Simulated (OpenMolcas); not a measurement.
# 5d5 along the 73-electron sequence

* Program: OpenMolcas
* Method: MS-CASPT2, IPEA 0.25 Eh, imaginary shift 0.1 Eh
* Basis: ANO-RCC-VQZP
* Scalar Hamiltonian: DKH2, point nucleus
* Spin-orbit coupling: RASSI with atomic mean-field integrals over the reference wave functions, term energies averaged over their components

Active space for each ion: 5 electrons in 5 orbitals (5d); closed shells correlated by CASPT2: 5s 5p.

Computed levels in cm-1 above 6S 5/2:

```json
{"Level": "4G 7/2", "Re2+": "18370", "Os3+": "21010", "Ir4+": "23340", "Au6+": "27580"}
{"Level": "4G 11/2", "Re2+": "19240", "Os3+": "22090", "Ir4+": "24700", "Au6+": "29610"}
{"Level": "4G 9/2", "Re2+": "19750", "Os3+": "22820", "Ir4+": "25690", "Au6+": "31240"}
{"Level": "4P 1/2", "Re2+": "20870", "Os3+": "24380", "Ir4+": "27480", "Au6+": "33370"}
{"Level": "4D 7/2", "Re2+": "22790", "Os3+": "26870", "Ir4+": "30620", "Au6+": "38090"}
{"Level": "4D 1/2", "Re2+": "25590", "Os3+": "30480", "Ir4+": "35060", "Au6+": "44560"}
{"Level": "2I 11/2", "Re2+": "28010", "Os3+": "32220", "Ir4+": "36260", "Au6+": "44620"}
{"Level": "2I 13/2", "Re2+": "30340", "Os3+": "35160", "Ir4+": "39840", "Au6+": "49540"}
{"Level": "2H 9/2", "Re2+": "35110", "Os3+": "40860", "Ir4+": "46250", "Au6+": "57150"}
{"Level": "weight of 6S in the lowest level (%)", "Re2+": "90", "Os3+": "88", "Ir4+": "85", "Au6+": "77"}
```

Mixed levels, with the weight of the term that names them: Re2+ 4G 7/2 (70 %), Re2+ 4P 1/2 (59 %), Re2+ 4D 7/2 (73 %), Re2+ 4D 1/2 (62 %), Re2+ 2H 9/2 (51 %), Os3+ 4G 7/2 (67 %), Os3+ 4P 1/2 (60 %), Os3+ 4D 7/2 (70 %), Os3+ 4D 1/2 (64 %), Os3+ 2H 9/2 (51 %), Ir4+ 4G 7/2 (64 %), Ir4+ 4P 1/2 (59 %), Ir4+ 4D 7/2 (66 %), Ir4+ 4D 1/2 (65 %), Ir4+ 2I 11/2 (73 %), Ir4+ 2H 9/2 (51 %), Au6+ 4G 7/2 (56 %), Au6+ 4G 11/2 (71 %), Au6+ 4P 1/2 (59 %), Au6+ 4D 7/2 (54 %), Au6+ 4D 1/2 (67 %), Au6+ 2I 11/2 (68 %), Au6+ 2H 9/2 (51 %).

Measured, with the error of the calculation in %. Measured levels: Re2+ from the list in Brasseur, Gamrath and Quinet, At. Data Nucl. Data Tables 157, 101636 (2024).

```csv
Level,Re2+
4G 7/2,16890 (+8.7)
4G 11/2,18020 (+6.8)
4G 9/2,18346 (+7.6)
4D 7/2,20453 (+11.4)
2I 11/2,26170 (+7.0)
2I 13/2,28588 (+6.1)
```

4G 7/2 changes by a factor of 1.5 over the same range, with steps per unit of Z of +2640, +2330, +2120 cm-1.

CASPT2 does not keep the components of a term degenerate, so their means are used; among the terms shown or strongly mixed into the levels shown the widest spread is 760 cm-1 (5d5 4F, Os3+). Blocks of more than 70 roots (2S+1 = 2 even) ran without multistate coupling. Configurations with an s electron lie low in 5d ions of this charge, fall among these levels and mix in, so low-spin terms can stand far too high, up to twice their true height, and weights are not those of the real levels (holds for Re2+). The CASPT2 spread within a term exceeds the gap to the next term for 5d5 4F and 5d5 2F(1), so the order of their levels is uncertain, and so are names and mixing where such terms share a J (holds for Re2+; Os3+). Computed and measured levels are paired by configuration, term and J; levels that our copy of the source lacks, or whose pairing is in doubt (as where it misses far off the trend of its configuration), stay unpaired and out of the deviations. Only configurations of the active space appear.

A number in round brackets counts repeated terms of one configuration in the order of the reference energies.
